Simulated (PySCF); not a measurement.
## Calculated NMR parameters of OCc1ccoc1

* Formula: C5H6O2
* SMILES: OCc1ccoc1
* Point group of the computed structure: C1
* Degrees of unsaturation: 3
* Carbon signals: 5
* Proton signals: 5

Bonds (- single, = double, # triple, : aromatic): O1-C2 1.406 Å, C2-C3 1.497 Å, C3:C4 1.437 Å, C4:C5 1.362 Å, C5:O6 1.348 Å, O6:C7 1.347 Å, C7:C3 1.366 Å. O1 carries H8; C2 carries H9, H10; C4 carries H11; C5 carries H12; C7 carries H13.

Equivalent nuclei averaged, a single conformation, isolated molecule, non-relativistic. J couplings at B3LYP/pcJ-1 (without the spin–dipole term); σ from GIAO-KT3/pcSseg-2; coordinates at the PBE0-D3(BJ)/def2-SVP level; PySCF.

Scale: 1H, 13C against TMS; 17O against H2O (reference shieldings calculated alike).

| carbon | δC, type | δH (multiplicity, J in Hz) | HMBC from (abs. J ≥ 3 Hz) | span of the C tensor (ppm) |
| --- | --- | --- | --- | --- |
| C2 | 61.0, CH2 | 4.52 (s) | – | 65 |
| C3 | 127.0, C | – | H13, H12, H11, H9/H10 | 162 |
| C4 | 108.0, CH | 6.42 (d, 2.2) | H13, H12, H9/H10 | 158 |
| C5 | 139.6, CH | 7.45 (dd, 2.2, 1.5) | H13, H11 | 131 |
| C7 | 138.1, CH | 7.53 (d, 1.5) | H12, H11, H9/H10 | 123 |

Other nuclei:
```
atoms  nucleus                    environment  δ (ppm)  σ (ppm)
   H8       1H  hydrogen on an alcohol oxygen    -0.15    31.50
   O6      17O           aromatic ring oxygen    291.9     31.9
   O1      17O                 alcohol oxygen     66.8    257.0
```

Selected couplings (Hz, signed; the shortest-range and largest first, 30 at most; isotopes 13C, 1H): 1J(C5,H12) 212.2, 1J(C7,H13) 211.7, 1J(C4,H11) 180.6, 1J(C2,H9) 146.5, 1J(C4,C5) 76.3, 1J(C3,C7) 75.8, 1J(C3,C4) 54.7, 1J(C2,C3) 53.3, 2J(C2,C7) 7.2, 2J(C4,C7) 5.0, 2J(C2,C4) 3.3, 2J(C5,C7) 2.3, 2J(C3,C5) 2.3, 3J(C2,C5) 3.8, 3J(H11,H12) 2.2, 4J(H12,H13) 1.5.

1. Carbon types of the structure: 1 × C, 3 × CH, 1 × CH2, leaving 1 H on heteroatoms.
2. δC 139.6, 138.1: aromatic CH next to the ring oxygen.
3. δC 127.0: substituted aromatic carbon.
4. δC 108.0: aromatic CH.
5. δC 61.0: sp3 CH2 bonded to O, on an aromatic ring; deshielded by the electronegative neighbour.
6. δH 4.52: hydrogen on an sp3 CH2 bonded to O, on an aromatic ring; its carbon carries O, an electronegative neighbour.

OH/NH shifts are gas-phase values; hydrogen bonding in solution moves them, usually downfield. Splittings below 1 Hz are ignored in the labels, and close J values are merged. Unscaled 3J(H,H) at this level run about 10 % above measured values. Shifts are as computed, not scaled to solution data. Of 1211 compounds with measured shifts, 218 miss one by over three times the rms of a fit or turn the order of signals round; such compounds aren't used in these exercises. Couplings to exchangeable protons are dropped. Unscaled 17O shifts of doubly bonded oxygen tend to come out too high, by tens of ppm or more. Experimental scales use liquid or dissolved standards, which lie at an offset from isolated H2O (liquid H2O: subtract about 36 ppm).
